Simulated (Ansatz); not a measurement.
Ligand exchange: Cd(CH3)Br + GeH2(CH3)F → Cd(CH3)F + GeH2(CH3)Br

Gas-phase species: Cd(CH3)Br, singlet; GeH2(CH3)F, singlet; Cd(CH3)F, singlet; GeH2(CH3)Br, singlet. The partners trade Br for F: Cd–Br and Ge–F bonds give way to Cd–F and Ge–Br.

Shapes, held fixed at every level: PBE0-D4/def2-TZVP. Programs: Ansatz 0.2.0. The zero-point and thermal change to 298 K, harmonic and unscaled (PBE0-D4/def2-TZVP), is -0.5 kJ/mol.

| level | kind | ΔH(298 K) (kJ/mol) | less CCSD(T)/def2-TZVPP |
| --- | --- | --- | --- |
| HF/def2-SVP | Hartree–Fock | +102.2 | +24.2 |
| HF/def2-TZVPP | Hartree–Fock | +101.3 | +23.3 |
| PBE-D4/def2-TZVPP | GGA | +63.7 | -14.3 |
| B3LYP-D4/def2-TZVPP | global hybrid | +72.6 | -5.4 |
| BHLYP-D4/def2-TZVPP | global hybrid | +83.9 | +5.9 |
| wB97M-V/def2-TZVPP | range-separated hybrid | +77.5 | -0.5 |
| MP2/def2-TZVPP | perturbation theory | +78.2 | +0.2 |
| CCSD(T)/def2-TZVPP | coupled cluster or CI | +78.0 | 0.0 |

The highest level, CCSD(T)/def2-TZVPP, gives ΔH(298 K) = +78.0 kJ/mol; the levels span +63.7 to +102.2. The column of differences is taken from that level and isn't an error. No measured value is set beside it here. For atoms past krypton def2 sets carry core potentials with scalar relativity. Relativity is left out for Br, Ge. Outer-core shells of Br, Cd, Ge are correlated, in sets that cover them unevenly.
